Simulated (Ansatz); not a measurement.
This singlet lies 1.86 eV below the relaxed triplet at the level frozen-core CCSD(T)/cc-pVTZ // PBE0-D3(BJ)/def2-TZVP (Ansatz, a first-principles code).

All values below come from PBE0-D3(BJ)/def2-TZVP run with Ansatz. No frequencies were computed at this level.

Ansatz 0.2 input:
```yaml
crystal:
  periodic: [false, false, false]
  atoms:
    - { symbol: N, position_ang: [-0.586573, -0.053835, 0.011628] }
    - { symbol: Ge, position_ang: [1.01519, -0.842137, 0.235444] }
    - { symbol: H, position_ang: [-0.776785, 0.901076, -0.249921] }
    - { symbol: H, position_ang: [-1.457782, -0.548812, 0.139699] }
    - { symbol: H, position_ang: [1.805951, 0.543707, -0.13685] }
basis:
  gaussian: { orbitals: def2-tzvp }
hamiltonian:
  xc: pbe0
  dispersion: d3bj
relax:
  max_steps: 150
```

Output:

```
Functional definition: PBE0
688 factors; their error is unknown
mean field evaluation 1: about -58041.3524 eV, gradient 6.1e1 eV
mean field evaluation 2: about -58013.4025 eV, gradient 1.1e2 eV
mean field evaluation 4: about -58048.2211 eV, gradient 3.0e0 eV
mean field evaluation 8: about -58048.5201 eV, gradient 2.2e-1 eV
mean field evaluation 16: about -58048.5201 eV, gradient 5.9e-6 eV
mean field -58048.52014121 eV, -2133.2437684894 hartree, gradient 5.9e-6 eV, S^2 0.000000; 0 other end points of the search recorded, 0 dependent functions left out
reference -58048.52016237 eV, -2133.2437692670 hartree; 21, 21 occupied and 76, 76 virtual orbitals, 688 factors
relax step   1: F+E_penalty+E_count = -58048.57875305 eV  Δ(F+E_penalty+E_count) = +0.000e0 eV  max|allowed force component| = 7.507e-1 eV/Å  Δτ_max = 0.0000 Å  (26 SCF iters, accepted)
these checks for a lower state are left out or cut short: starts, cluster_reference, orbital_swaps, neighbouring_geometries, increment
688 factors; their error is unknown
mean field -58048.53377296 eV, -2133.2442694470 hartree, gradient 1.2e-5 eV, S^2 0.000000; 0 other end points of the search recorded, 0 dependent functions left out
reference -58048.53379416 eV, -2133.2442702260 hartree; 21, 21 occupied and 76, 76 virtual orbitals, 688 factors
relax step   2: F+E_penalty+E_count = -58048.59222327 eV  Δ(F+E_penalty+E_count) = -1.347e-2 eV  max|allowed force component| = 3.280e-1 eV/Å  Δτ_max = 0.0354 Å  (28 SCF iters, accepted)
these checks for a lower state are left out or cut short: starts, cluster_reference, orbital_swaps, neighbouring_geometries, increment
688 factors; their error is unknown
mean field -58048.53649770 eV, -2133.2443695793 hartree, gradient 1.2e-5 eV, S^2 0.000000; 0 other end points of the search recorded, 0 dependent functions left out
reference -58048.53651888 eV, -2133.2443703575 hartree; 21, 21 occupied and 76, 76 virtual orbitals, 688 factors
relax step   3: F+E_penalty+E_count = -58048.59499015 eV  Δ(F+E_penalty+E_count) = -2.767e-3 eV  max|allowed force component| = 2.332e-1 eV/Å  Δτ_max = 0.0169 Å  (29 SCF iters, accepted)
these checks for a lower state are left out or cut short: starts, cluster_reference, orbital_swaps, neighbouring_geometries, increment
688 factors; their error is unknown
mean field evaluation 32: about -58048.2625 eV, gradient 3.2e-3 eV
mean field -58048.53810074 eV, -2133.2444284897 hartree, gradient 1.2e-5 eV, S^2 0.000000; 0 other end points of the search recorded, 0 dependent functions left out
reference -58048.53812188 eV, -2133.2444292668 hartree; 21, 21 occupied and 76, 76 virtual orbitals, 688 factors
relax step   4: F+E_penalty+E_count = -58048.59665105 eV  Δ(F+E_penalty+E_count) = -1.661e-3 eV  max|allowed force component| = 6.380e-2 eV/Å  Δτ_max = 0.0225 Å  (29 SCF iters, accepted)
these checks for a lower state are left out or cut short: starts, cluster_reference, orbital_swaps, neighbouring_geometries, increment
688 factors; their error is unknown
mean field -58048.53822771 eV, -2133.2444331558 hartree, gradient 1.2e-5 eV, S^2 0.000000; 0 other end points of the search recorded, 0 dependent functions left out
reference -58048.53824886 eV, -2133.2444339332 hartree; 21, 21 occupied and 76, 76 virtual orbitals, 688 factors
relax step   5: F+E_penalty+E_count = -58048.59676868 eV  Δ(F+E_penalty+E_count) = -1.176e-4 eV  max|allowed force component| = 1.766e-2 eV/Å  Δτ_max = 0.0045 Å  (30 SCF iters, accepted)
these checks for a lower state are left out or cut short: starts, cluster_reference, orbital_swaps, neighbouring_geometries, increment
688 factors; their error is unknown
mean field -58048.53823241 eV, -2133.2444333285 hartree, gradient 9.3e-6 eV, S^2 0.000000; 0 other end points of the search recorded, 0 dependent functions left out
reference -58048.53825356 eV, -2133.2444341059 hartree; 21, 21 occupied and 76, 76 virtual orbitals, 688 factors
relax step   6: F+E_penalty+E_count = -58048.59677307 eV  Δ(F+E_penalty+E_count) = -4.391e-6 eV  max|allowed force component| = 1.062e-3 eV/Å  Δτ_max = 0.0003 Å  (21 SCF iters, accepted)
688 factors; their error is unknown
mean field evaluation 64: about -58048.5382 eV, gradient 9.4e-3 eV
mean field -58048.53823241 eV, -2133.2444333285 hartree, gradient 9.3e-6 eV, S^2 0.000000; 1 other end points of the search recorded, 0 dependent functions left out
reference -58048.53825356 eV, -2133.2444341059 hartree; 21, 21 occupied and 76, 76 virtual orbitals, 688 factors
Total energy: -58048.59679422 eV, -2133.2465854356 hartree
Atom 0 at    -0.602088    -0.049502     0.009752 Å, force    -0.000535     0.000925    -0.000211 eV/Å
Atom 1 at     1.024558    -0.825007     0.230771 Å, force     0.000253    -0.000241    -0.000101 eV/Å
Atom 2 at    -0.764762     0.909420    -0.252009 Å, force     0.000023    -0.001062     0.000133 eV/Å
Atom 3 at    -1.458553    -0.562776     0.144038 Å, force     0.000298     0.000319     0.000045 eV/Å
Atom 4 at     1.800846     0.527865    -0.132552 Å, force    -0.000039     0.000060     0.000133 eV/Å
Dipole moment:    -0.301777     0.112825    -0.032527 e Å
```

Cost: about 11 core-seconds (a rough figure).
